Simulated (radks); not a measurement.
Values are calculated unless marked as measured or tabulated.
Minus the highest occupied eigenvalue as an estimate of the ionisation energy, Sm40+ to Sm59+. The LB94 potential has the -1/r tail that LDA and GGA lack but no energy functional. Code: a radial shooting solver on a logarithmic mesh with Libxc functionals. Model: Dirac Kohn-Sham, LB94 model potential, spin-unpolarised, spherical densities, finite nucleus; open shells fill j = l - 1/2 first; Fermi nuclear charge, rms radius 5.0819 fm.

| species | configuration | HOMO | -e(HOMO) (eV) | <r> (bohr) | IE, NIST (eV) | kind |
|---|---|---|---|---|---|---|
| Sm40+ | [Ar] 3d4 | 3d3/2 | 3012.6 | 0.209 | 3028 | theory |
| Sm41+ | [Ar] 3d3 | 3d3/2 | 3123.2 | 0.207 | 3137 | theory |
| Sm42+ | [Ar] 3d2 | 3d3/2 | 3235.3 | 0.205 | 3253 | theory |
| Sm43+ | [Ar] 3d1 | 3d3/2 | 3348.8 | 0.203 | 3363 | theory |
| Sm44+ | [Ar] | 3p3/2 | 3664.4 | 0.233 | 3669 | theory |
| Sm45+ | [Ne] 3s2 3p5 | 3p3/2 | 3765.0 | 0.232 | 3766 | theory |
| Sm46+ | [Ne] 3s2 3p4 | 3p3/2 | 3866.5 | 0.230 | 3873 | theory |
| Sm47+ | [Ne] 3s2 3p3 | 3p3/2 | 3968.8 | 0.229 | 3971 | theory |
| Sm48+ | [Ne] 3s2 3p2 | 3p1/2 | 4234.0 | 0.218 | 4227 | theory |
| Sm49+ | [Ne] 3s2 3p1 | 3p1/2 | 4342.2 | 0.216 | 4337 | theory |
| Sm50+ | [Ne] 3s2 | 3s1/2 | 4567.9 | 0.228 | 4548 | theory |
| Sm51+ | [Ne] 3s1 | 3s1/2 | 4671.2 | 0.227 | 4655 | theory |
| Sm52+ | [Ne] | 2p3/2 | 10462.4 | 0.0854 | 10494 | theory |
| Sm53+ | [He] 2s2 2p5 | 2p3/2 | 10738.1 | 0.0848 | 10762 | theory |
| Sm54+ | [He] 2s2 2p4 | 2p3/2 | 11016.1 | 0.0842 | 11060 | theory |
| Sm55+ | [He] 2s2 2p3 | 2p3/2 | 11296.1 | 0.0836 | 11337 | theory |
| Sm56+ | [He] 2s2 2p2 | 2p1/2 | 12252.5 | 0.0769 | 12264 | theory |
| Sm57+ | [He] 2s2 2p1 | 2p1/2 | 12556.9 | 0.0763 | 12588 | theory |
| Sm58+ | [He] 2s2 | 2s1/2 | 13005.4 | 0.0917 | 12992 | theory |
| Sm59+ | [He] 2s1 | 2s1/2 | 13255.6 | 0.0912 | 13262.9 | theory |

Reference values: NIST Atomic Spectra Database (exp. = measured, semi-emp. = semi-empirical, theory = theoretical value adopted there). Spin polarisation and multiplet splitting are left out.

Beside tabulated values, note that spin-unpolarised runs miss the spin-polarisation part of the exchange energy of open shells.
